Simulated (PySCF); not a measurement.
C₆ coefficients of unlike pairs at PBE

Calculated with PySCF 2.14 from the dipole response of each species, C₆(A,B) = (3/π) ∫ α_A(iu) α_B(iu) du, in atomic units, from isotropic polarisabilities. For ions this is the dispersion term alone; charge-induced terms of lower order in 1/R come first.

| species | configuration | basis | relativity | α (bohr³) | C₆ (like pair) |
| --- | --- | --- | --- | --- | --- |
| Kr³⁺ | [Ar] 3d10 4s2 4p3 (4S) | def2-QZVPPD (12s8p5d4f1g) | none | 5.584 | 22.16 |
| N | [He] 2s2 2p3 (4S) | x2c-QZVPPall with one added diffuse shell each of s, p, d, f type (8s5p4d3f1g) | spin-free X2C | 8.226 | 28.33 |
| Be | [He] 2s2 (1S) | aug-cc-pVTZ-DK (5s4p3d2f) | spin-free X2C | 42.93 | 259.0 |
| Ga⁺ | [Ar] 3d10 4s2 (1S) | def2-QZVPPD (12s7p5d4f1g) | none | 18.47 | 94.68 |

Q: Estimate C₆ for Be with N.

A: The integral gives 73.96. The combination rule 2 C_A C_B / (C_A α_B/α_A + C_B α_A/α_B) gives 74.31 and the geometric mean 85.66.

No spin-orbit coupling is included.

The other pairs:

| pair | C₆ |
| --- | --- |
| Ga⁺, Kr³⁺ | 42.36 |
| Be, Kr³⁺ | 56.69 |
| Ga⁺, N | 50.89 |
| N, Kr³⁺ | 24.42 |
| Ga⁺, Be | 146.9 |
